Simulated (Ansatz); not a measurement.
A nudged elastic band was laid between two geometries of CH6LiOSi (10 atoms, charge 1, multiplicity 1).

Level of theory: Ansatz 0.2.0, RKS PBE/6-31G*.

```
movable images  : 5
climbing image  : yes
spring          : 5.0 eV/Å²
optimiser       : quadratic models (default)
start path      : through a guess of the saddle point
force threshold : 0.03 eV/Å
iteration limit : 60
end points      : relaxed
```

First end point:

```xyz
10
Properties=species:S:1:pos:R:3
Li -0.872 -1.968 -0.846
O -0.184 -0.418 -1.521
Si 0.331 0.756 -0.321
C -0.073 -0.174 1.263
H -0.065 -0.152 -2.456
H -0.481 1.992 -0.505
H 1.789 1.000 -0.509
H 0.514 -1.105 1.381
H -1.154 -0.381 1.381
H 0.197 0.451 2.133
```

Last end point:

```xyz
10
Properties=species:S:1:pos:R:3
Li -0.427 -2.164 -0.921
O -0.004 -0.488 -1.509
Si 0.207 0.787 -0.317
C -0.128 -0.140 1.281
H 0.120 -0.206 -2.439
H -0.797 1.850 -0.611
H 1.607 1.288 -0.432
H -1.163 -0.523 1.348
H -0.012 0.552 2.135
H 0.596 -0.956 1.465
```

Q: What changes between the two ends?

A: No bond is made or broken. The dihedral O2–Si3–C4–H8 goes from 63 to -64°.

Q: What energy profile does the band end with?

A: The run converged. The highest image is number 5 of 0 to 6, 6.6 kJ/mol above the ends, which have the same energy within 2 meV. The profile has 2 maxima (images 2, 5) with wells between them (image 3): this band takes more than one step, which may be the mechanism or a detour left from its start path. A vibrational analysis at the climbing image gives one clearly imaginary mode, 171i cm⁻¹: a first-order saddle point.

```csv
image,path coordinate (Å),energy (kJ/mol),dihedral O2–Si3–C4–H8 (°)
0,0.00,0.0,63
1,1.02,4.0,96
2,2.05,6.0,131
3,3.07,0.6,168
4,4.09,2.2,-156
5,5.12,6.6,-120
6,6.76,0.0,-64
```

Q: What is the geometry of the highest image?

A: 
```xyz
10
Properties=species:S:1:pos:R:3
Li -0.481 -2.231 -1.135
O -0.040 -0.501 -1.503
Si 0.215 0.766 -0.302
C -0.108 -0.098 1.340
H 0.089 -0.180 -2.421
H -0.764 1.847 -0.617
H 1.619 1.239 -0.472
H -0.941 0.382 1.879
H 0.784 -0.054 1.987
H -0.373 -1.170 1.243
```

The band took 20 iterations and roughly 8 core-minutes.

Run time: 8.3 min on 1 thread of Intel(R) Xeon(R) Processor @ 2.50GHz (Skylake/Cascade Lake), on a shared host, peak memory 0.15 GiB.
